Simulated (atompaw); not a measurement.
# Scattering properties, PAW (atompaw) potential for zirconium

Zr, PAW, made with atompaw 4.2.0.5 (PBE, scalar-relativistic). Core [Ar] 3d10 4s2, reference 4p6 4d2 5s1.75 5p0.25. Waves: 5s (bound): rc 3.00 bohr; 5s channel at 4.2 Ry: rc 3.00 bohr; 4p (bound): rc 2.35 bohr; 5p (bound): rc 2.20 bohr; 4d (bound): rc 3.00 bohr; 4d channel at 3.8 Ry: rc 3.00 bohr. Local part: ultrasoft scheme with l = 3 at 0.5 Ry, radius 3.00 bohr. Core correction: smooth core density matched at 2.15 bohr. Augmentation charge: sinc compensation charge, radius 2.45 bohr; PAW radius 3.00 bohr; waves and projectors: custom rrkj vanderbiltortho.

The phase is arctan(r·u′/u) with u = r·R(r), unwrapped; energies in Ry, scanned from -4 to 5 Ry. A pole is an energy at which the radial function vanishes at the test radius. The pseudo phase is shifted by a multiple of π to meet the all-electron one at the reference energy, and phase errors are pseudo minus all-electron; the curves can meet again beyond the range given. Levels narrower than the energy grid can be missing from the lists of poles.

A narrow feature of the pseudo curve, probably an extra level, lies near -0.28 Ry in the s channel; the grid steps over it, so the window and error are not given (n/a).

```
channel  radius (bohr)  reference energy (Ry)  poles, all-electron  poles, pseudo  unbroken range about the reference energy with phases within 0.05 rad  phase error 1 Ry above the reference energy (rad)
      s           3.02                  -0.34                 1.65           1.71                                                                    n/a                                                n/a
      p           3.02                  -0.12          -2.35, 2.64    -2.35, 2.33                                                              below 2.7                                             -0.021
      d           3.02                  -0.28           0.11, 4.52     0.10, 4.52                                                        the whole range                                             -0.006
```

Phases in the d channel:

| E (Ry) | all-electron | pseudo |
| --- | --- | --- |
| -4.00 | 1.401 | 1.400 |
| -3.52 | 1.389 | 1.388 |
| -3.04 | 1.374 | 1.373 |
| -2.56 | 1.355 | 1.353 |
| -2.08 | 1.327 | 1.325 |
| -1.60 | 1.282 | 1.280 |
| -1.12 | 1.194 | 1.191 |
| -0.64 | 0.854 | 0.849 |
| -0.16 | -1.286 | -1.287 |
| 0.32 | -1.669 | -1.673 |
| 0.80 | -1.821 | -1.827 |
| 1.28 | -2.017 | -2.031 |
| 1.76 | -2.562 | -2.600 |
| 2.24 | -3.866 | -3.888 |
| 2.72 | -4.375 | -4.378 |
| 3.20 | -4.542 | -4.543 |
| 3.68 | -4.626 | -4.626 |
| 4.16 | -4.680 | -4.680 |
| 4.64 | -4.722 | -4.722 |
